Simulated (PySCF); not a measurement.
C$_{2}$H$_{6}$AlCl, charge +1, doublet, geometry from GFN2-xTB (such geometries of metal compounds can be far from the true shape) (a state made from the parent by changing its charge; the spin is typed, not shown lowest); PySCF with DF-HF/cc-pVDZ.

The PySCF input:
```python
from pyscf import gto, scf

mol = gto.M(
    atom='''
Al    0.091244   -0.104779    0.096178
C     1.983315   -0.847047   -0.125519
H     1.975511   -1.925332    0.039993
H     2.631427   -0.352767    0.600482
H     2.278661   -0.598749   -1.147671
C    -0.336721   -1.043797    1.861153
H    -0.491636   -2.104434    1.655017
H    -1.254391   -0.577458    2.227328
H     0.490321   -0.906274    2.559179
Cl   -0.982096    1.127777   -1.035203
''',
    basis='cc-pvdz',
    charge=1,
    spin=1,
    verbose=4,
)

mf = scf.UHF(mol)
mf.init_guess = 'atom'
mf = mf.density_fit(auxbasis='def2-universal-jkfit')
mf.kernel()
```

It wrote (shortened):

```
PySCF version 2.14.0

[INPUT] verbose = 4
[INPUT] num. atoms = 10
[INPUT] num. electrons = 47
[INPUT] charge = 1
[INPUT] spin (= nelec alpha-beta = 2S) = 1
[INPUT] symmetry False subgroup None
[INPUT] Mole.unit = angstrom
[INPUT] Symbol           X                Y                Z      unit          X                Y                Z       unit  Magmom
[INPUT]  1 Al     0.091244000000  -0.104779000000   0.096178000000 AA    0.172426170510  -0.198003613606   0.181750079208 Bohr   0.0
[INPUT]  2 C      1.983315000000  -0.847047000000  -0.125519000000 AA    3.747922168742  -1.600686844634  -0.237196533429 Bohr   0.0
[INPUT]  3 H      1.975511000000  -1.925332000000   0.039993000000 AA    3.733174746066  -3.638350178861   0.075575816900 Bohr   0.0
[INPUT]  4 H      2.631427000000  -0.352767000000   0.600482000000 AA    4.972676346786  -0.666633015784   1.134746522731 Bohr   0.0
[INPUT]  5 H      2.278661000000  -0.598749000000  -1.147671000000 AA    4.306045220728  -1.131471627357  -2.168783871106 Bohr   0.0
[INPUT]  6 C     -0.336721000000  -1.043797000000   1.861153000000 AA   -0.636310470390  -1.972490459643   3.517069445913 Bohr   0.0
[INPUT]  7 H     -0.491636000000  -2.104434000000   1.655017000000 AA   -0.929057392977  -3.976803907223   3.127528861499 Bohr   0.0
[INPUT]  8 H     -1.254391000000  -0.577458000000   2.227328000000 AA   -2.370455443119  -1.091237468439   4.209039909575 Bohr   0.0
[INPUT]  9 H      0.490321000000  -0.906274000000   2.559179000000 AA    0.926572403123  -1.712609653814   4.836147413738 Bohr   0.0
[INPUT] 10 Cl    -0.982096000000   1.127777000000  -1.035203000000 AA   -1.855892468031   2.131189659584  -1.956250153328 Bohr   0.0

nuclear repulsion = 189.999833057833
number of shells = 38
number of NR pGTOs = 176
number of NR cGTOs = 94
basis = cc-pvdz
ecp = {}

******** <class 'pyscf.df.df_jk.DFUHF'> ********
method = DFUHF
initial guess = atom
damping factor = 0
level_shift factor = 0
DIIS = <class 'pyscf.scf.diis.CDIIS'>
diis_start_cycle = 1
diis_space = 8
diis_damp = 0
SCF conv_tol = 1e-09
SCF conv_tol_grad = None
SCF max_cycles = 50
direct_scf = False
number electrons alpha = 24  beta = 23
Set gradient conv threshold to 3.16228e-05
Spherically averaged atomic HF for {'C', 'H', 'Cl', 'Al'}

******** <class 'pyscf.scf.atom_hf.AtomSphAverageRHF'> ********
method = AtomSphAverageRHF
initial guess = minao
damping factor = 0
level_shift factor = 0
DIIS = <class 'pyscf.scf.diis.CDIIS'>
diis_start_cycle = 1
diis_space = 8
diis_damp = 0
SCF conv_tol = 1e-09
SCF conv_tol_grad = None
SCF max_cycles = 50
direct_scf = True
direct_scf_tol = 1e-13
atom = Al
Set gradient conv threshold to 3.16228e-05
Initial guess from minao.
init E= -241.746786063905
cycle= 1 E= -241.768589384545  delta_E= -0.0218  |g|=    0  |ddm|= 0.321
cycle= 2 E= -241.768858845794  delta_E= -0.000269  |g|=    0  |ddm|= 0.0567
cycle= 3 E= -241.768863651666  delta_E= -4.81e-06  |g|=    0  |ddm|= 0.00417
cycle= 4 E= -241.768863836919  delta_E= -1.85e-07  |g|=    0  |ddm|= 0.00262
cycle= 5 E= -241.768863837177  delta_E= -2.58e-10  |g|=    0  |ddm|= 4.76e-05
Extra cycle  E= -241.768863837178  delta_E= -5.97e-13  |g|=    0  |ddm|= 3.48e-06
Atomic HF for atom  Al  converged. SCF energy = -241.768863837178

******** <class 'pyscf.scf.atom_hf.AtomSphAverageRHF'> ********
method = AtomSphAverageRHF
initial guess = minao
damping factor = 0
level_shift factor = 0
DIIS = <class 'pyscf.scf.diis.CDIIS'>
diis_start_cycle = 1
diis_space = 8
diis_damp = 0
SCF conv_tol = 1e-09
SCF conv_tol_grad = None
SCF max_cycles = 50
direct_scf = True
direct_scf_tol = 1e-13
atom = C
Set gradient conv threshold to 3.16228e-05
Initial guess from minao.
init E= -37.2786538116583
cycle= 1 E= -37.3229525149147  delta_E= -0.0443  |g|=    0  |ddm|= 0.403
cycle= 2 E= -37.3269979443145  delta_E= -0.00405  |g|=    0  |ddm|= 0.158
cycle= 3 E= -37.3274168905011  delta_E= -0.000419  |g|=    0  |ddm|= 0.0324
cycle= 4 E= -37.3274218270201  delta_E= -4.94e-06  |g|=    0  |ddm|= 0.00651
cycle= 5 E= -37.3274218271774  delta_E= -1.57e-10  |g|=    0  |ddm|= 2.35e-05
Extra cycle  E= -37.3274218271781  delta_E= -6.68e-13  |g|=    0  |ddm|= 2.26e-06
Atomic HF for atom  C  converged. SCF energy = -37.3274218271781

******** 1 electron system ********
Atomic HF for atom  H  converged. SCF energy = -0.499278403419583

******** <class 'pyscf.scf.atom_hf.AtomSphAverageRHF'> ********
method = AtomSphAverageRHF
initial guess = minao
damping factor = 0
level_shift factor = 0
DIIS = <class 'pyscf.scf.diis.CDIIS'>
diis_start_cycle = 1
diis_space = 8
diis_damp = 0
SCF conv_tol = 1e-09
SCF conv_tol_grad = None
SCF max_cycles = 50
direct_scf = True
direct_scf_tol = 1e-13
atom = Cl
Set gradient conv threshold to 3.16228e-05
Initial guess from minao.
init E= -459.252878073821
cycle= 1 E= -459.270108157912  delta_E= -0.0172  |g|=    0  |ddm|= 0.0344
cycle= 2 E= -459.270109561314  delta_E= -1.4e-06  |g|=    0  |ddm|= 0.0034
cycle= 3 E= -459.270109612048  delta_E= -5.07e-08  |g|=    0  |ddm|= 0.000622
cycle= 4 E= -459.270109613905  delta_E= -1.86e-09  |g|=    0  |ddm|= 0.000143
cycle= 5 E= -459.270109613959  delta_E= -5.38e-11  |g|=    0  |ddm|= 1.93e-05
Extra cycle  E= -459.270109613959  delta_E= -5.68e-14  |g|=    0  |ddm|= 1.17e-07
Atomic HF for atom  Cl  converged. SCF energy = -459.270109613959

******** <class 'pyscf.df.df.DF'> ********
auxbasis = def2-universal-jkfit
init E= -781.426355508456

cycle= 1 E= -780.343489604906  delta_E= 1.08  |g|= 0.28  |ddm|= 1.75
cycle= 2 E= -780.405552955221  delta_E= -0.0621  |g|= 0.0901  |ddm|= 0.427
cycle= 3 E= -780.412628336338  delta_E= -0.00708  |g|= 0.0352  |ddm|= 0.113
cycle= 4 E= -780.414156393281  delta_E= -0.00153  |g|= 0.012  |ddm|= 0.0594
cycle= 5 E= -780.41446946003  delta_E= -0.000313  |g|= 0.00521  |ddm|= 0.0306
cycle= 6 E= -780.414530399262  delta_E= -6.09e-05  |g|= 0.00212  |ddm|= 0.0144
cycle= 7 E= -780.414539865423  delta_E= -9.47e-06  |g|= 0.000742  |ddm|= 0.00587
cycle= 8 E= -780.414541016234  delta_E= -1.15e-06  |g|= 0.000295  |ddm|= 0.00181
cycle= 9 E= -780.4145411867  delta_E= -1.7e-07  |g|= 0.000109  |ddm|= 0.000693
cycle= 10 E= -780.414541210729  delta_E= -2.4e-08  |g|= 3.62e-05  |ddm|= 0.000274
cycle= 11 E= -780.414541213752  delta_E= -3.02e-09  |g|= 1.01e-05  |ddm|= 9.61e-05
cycle= 12 E= -780.414541213989  delta_E= -2.37e-10  |g|= 3.31e-06  |ddm|= 2.45e-05
Extra cycle  E= -780.414541214006  delta_E= -1.64e-11  |g|= 1.89e-06  |ddm|= 4.56e-06
converged SCF energy = -780.414541214006  <S^2> = 0.81144595  2S+1 = 2.06053
```
